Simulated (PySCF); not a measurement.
C₂H₅S (SMILES CC[S]), doublet, geometry from GFN2-xTB; B3LYP/6-31G* (PySCF).

Here is a job for PySCF.
```python
from pyscf import gto, scf, dft

mol = gto.Mole()
mol.atom = '''
    C     1.482554    0.659323   -0.016558
    C    -0.031544    0.783952    0.002485
    S    -0.844717   -0.823715    0.008237
    H    -0.371046    1.312006    0.895435
    H    -0.392973    1.316748   -0.878969
    H     1.933955    1.649482   -0.019490
    H     1.830643    0.118414    0.860426
    H     1.808830    0.123132   -0.904755
'''
mol.basis = '6-31g*'
mol.charge = 0
mol.spin = 1
mol.verbose = 5
mol.build()

mf = dft.UKS(mol)
mf.xc = 'b3lyp'
mf.kernel()
```

Question: What does PySCF print? Leave out banner, timings and long lists.

Answer: 
```
PySCF version 2.14.0

[INPUT] verbose = 5
[INPUT] max_memory = 4000
[INPUT] num. atoms = 8
[INPUT] num. electrons = 33
[INPUT] charge = 0
[INPUT] spin (= nelec alpha-beta = 2S) = 1
[INPUT] symmetry False subgroup None
[INPUT] Mole.unit = angstrom
[INPUT] Symbol           X                Y                Z      unit          X                Y                Z       unit  Magmom
[...]
[INPUT] ---------------- BASIS SET ----------------
[INPUT] l, kappa, [nprim/nctr], expnt,             c_1 c_2 ...
[INPUT] C
[...]
                                457.36951         0.0140373
                                103.94869         0.0688426
                                29.210155         0.2321844
                                9.286663          0.4679413
                                3.163927          0.362312
[...]
                                1.8812885         -0.1608542
                                0.5442493         1.1434564
[...]
                                1.8812885         0.316424
                                0.5442493         0.7443083
[...]
[INPUT] H
[...]
                                2.8253937         0.23472695
                                0.6401217         0.81375733
[...]
[INPUT] S
[...]
                                3301.49           0.01423
                                754.146           0.069696
                                212.711           0.238487
                                67.9896           0.483307
                                23.0515           0.338074
[...]
                                100.71            -0.031693
                                32.1599           -0.113317
                                11.8079           0.05609
                                4.6311            0.592255
                                1.87025           0.455006
[...]
                                0.922167          0.066957
                                0.341287          1.05451
[...]
                                100.71            0.030681
                                32.1599           0.130452
                                11.8079           0.327205
                                4.6311            0.452851
                                1.87025           0.256042
[...]
                                0.922167          0.310263
                                0.341287          0.754483
[...]
nuclear repulsion = 98.6266216253577
number of shells = 30
number of NR pGTOs = 125
number of NR cGTOs = 56
basis = 6-31g*
ecp = {}

******** <class 'pyscf.dft.uks.UKS'> ********
method = UKS
initial guess = minao
damping factor = 0
level_shift factor = 0
DIIS = <class 'pyscf.scf.diis.CDIIS'>
diis_start_cycle = 1
diis_space = 8
diis_damp = 0
SCF conv_tol = 1e-09
SCF conv_tol_grad = None
SCF max_cycles = 50
direct_scf = True
direct_scf_tol = 1e-13
number electrons alpha = 17  beta = 16
XC library pyscf.dft.libxc version 7.1.2
    S. Lehtola, C. Steigemann, M. J. T. Oliveira, and M. A. L. Marques,  SoftwareX 7, 1–5 (2018)
XC functionals = b3lyp
    P. J. Stephens, F. J. Devlin, C. F. Chabalowski, and M. J. Frisch,  J. Phys. Chem. 98, 11623 (1994)
radial grids:
    Treutler-Ahlrichs [JCP 102, 346 (1995); DOI:10.1063/1.469408] (M4) radial grids

becke partition: Becke, JCP 88, 2547 (1988); DOI:10.1063/1.454033
pruning grids: <function nwchem_prune>
grids dens level: 3
symmetrized grids: False
atomic radii adjust function: <function treutler_atomic_radii_adjust>
small_rho_cutoff = 0
Set gradient conv threshold to 3.16228e-05
atom C rad-grids = 75, ang-grids = [ 50  50  50  50  50  50  50  50  50  50  50  50  50  50  50  50  50  50
  50  50  50  50  86  86  86  86  86  86  86  86  86  86 266 266 266 266
 266 266 302 302 302 302 302 302 302 302 302 302 302 302 302 302 302 302
 302 302 302 302 266 266 266 266 266 266 266 266 266 266 266 266 266 266
 266 266 266]
atom S rad-grids = 80, ang-grids = [ 50  50  50  50  50  50  50  50  50  50  50  50  50  50  50  50  50  50
[...]
  3.24365122e-01  3.65301798e-01  3.79459868e-01  3.98297898e-01
  4.95034610e-01  5.20245786e-01  5.83151106e-01  5.87301200e-01
  6.03754175e-01  6.76914853e-01  7.53051363e-01  7.79484919e-01
  8.57543098e-01  8.65013348e-01  8.68409897e-01  8.90009698e-01
  9.30718765e-01  9.64244739e-01  9.78400018e-01  1.00317335e+00
  1.13748930e+00  1.45910804e+00  1.52806353e+00  1.56997309e+00
  1.92280845e+00  1.97315183e+00  1.97542903e+00  2.23056997e+00
  2.26023095e+00  2.31210679e+00  2.31711664e+00  2.58394757e+00]
  beta  mo_energy =
[-8.88618673e+01 -1.02169944e+01 -1.01753015e+01 -7.93780772e+00
 -5.90062180e+00 -5.89598698e+00 -5.89171284e+00 -7.99726845e-01
 -6.79495079e-01 -5.81784819e-01 -4.68563303e-01 -4.31177151e-01
 -3.92233934e-01 -3.69520627e-01 -3.35329425e-01 -2.26669125e-01
 -1.49325611e-01  6.02021309e-02  1.09392021e-01  1.36830861e-01
  1.45412716e-01  1.71056167e-01  1.79815010e-01  2.11428658e-01
  3.36358906e-01  3.85688108e-01  4.02414664e-01  4.04053316e-01
  4.96311021e-01  5.29536357e-01  5.89842889e-01  6.03771473e-01
  6.07857528e-01  6.79314478e-01  7.98916127e-01  8.25980122e-01
  8.67923303e-01  8.70760743e-01  8.76491421e-01  8.91895409e-01
  9.34720863e-01  9.65316474e-01  9.97368820e-01  1.01334979e+00
  1.14359622e+00  1.46036436e+00  1.52804567e+00  1.57382554e+00
  1.92262306e+00  1.97409750e+00  1.97611110e+00  2.23187830e+00
  2.26175423e+00  2.31275041e+00  2.31690292e+00  2.58382423e+00]
multiplicity <S^2> = 0.75250067  2S+1 = 2.0024991
nelec by numeric integration = [16.99999725 15.99999681]
E1 = -851.1376392654121  E2 = 275.14140700621635  Ecoul = 313.583490821694  Exc = -38.442083815477616
cycle= 10 E= -477.369610633838  delta_E= -2.73e-10  |g|= 3.84e-06  |ddm|= 3.53e-05
  alpha mo_energy =
[-8.88672235e+01 -1.02167981e+01 -1.01752740e+01 -7.94312691e+00
 -5.91329564e+00 -5.90384755e+00 -5.89489531e+00 -8.08316903e-01
 -6.96402673e-01 -5.98529875e-01 -4.75876901e-01 -4.34822801e-01
 -3.93824709e-01 -3.74583251e-01 -3.43096978e-01 -2.81297826e-01
 -2.39771311e-01  5.07108067e-02  1.06442718e-01  1.33961290e-01
  1.44867451e-01  1.71093285e-01  1.77835243e-01  2.09915167e-01
  3.24365385e-01  3.65302378e-01  3.79460077e-01  3.98298344e-01
  4.95034241e-01  5.20245386e-01  5.83150931e-01  5.87300926e-01
  6.03753862e-01  6.76914702e-01  7.53052413e-01  7.79485899e-01
  8.57542767e-01  8.65013048e-01  8.68409242e-01  8.90009376e-01
  9.30718748e-01  9.64243974e-01  9.78399707e-01  1.00317337e+00
  1.13748893e+00  1.45910766e+00  1.52806302e+00  1.56997267e+00
  1.92280798e+00  1.97315118e+00  1.97542856e+00  2.23056994e+00
  2.26023026e+00  2.31210589e+00  2.31711582e+00  2.58394696e+00]
  beta  mo_energy =
[-8.88618656e+01 -1.02169959e+01 -1.01753025e+01 -7.93780610e+00
 -5.90062010e+00 -5.89598539e+00 -5.89171119e+00 -7.99727323e-01
 -6.79495274e-01 -5.81784872e-01 -4.68563862e-01 -4.31177501e-01
 -3.92234624e-01 -3.69521461e-01 -3.35329360e-01 -2.26668421e-01
 -1.49325037e-01  6.02020771e-02  1.09391774e-01  1.36830488e-01
  1.45412204e-01  1.71055796e-01  1.79814513e-01  2.11428137e-01
  3.36359479e-01  3.85688611e-01  4.02415159e-01  4.04053736e-01
  4.96310730e-01  5.29536028e-01  5.89842360e-01  6.03771390e-01
  6.07857383e-01  6.79313855e-01  7.98916753e-01  8.25980849e-01
  8.67923005e-01  8.70760602e-01  8.76491028e-01  8.91895034e-01
  9.34721271e-01  9.65315649e-01  9.97368979e-01  1.01334984e+00
  1.14359606e+00  1.46036392e+00  1.52804493e+00  1.57382484e+00
  1.92262229e+00  1.97409677e+00  1.97611038e+00  2.23187753e+00
  2.26175340e+00  2.31274956e+00  2.31690221e+00  2.58382341e+00]
multiplicity <S^2> = 0.75250074  2S+1 = 2.0024992
nelec by numeric integration = [16.99999725 15.99999681]
E1 = -851.1376305149588  E2 = 275.1413982557411  Ecoul = 313.5834819090965  Exc = -38.44208365335545
Extra cycle  E= -477.36961063386  delta_E= -2.21e-11  |g|= 2.09e-06  |ddm|= 9.73e-06
converged SCF energy = -477.36961063386  <S^2> = 0.75250074  2S+1 = 2.0024992
```
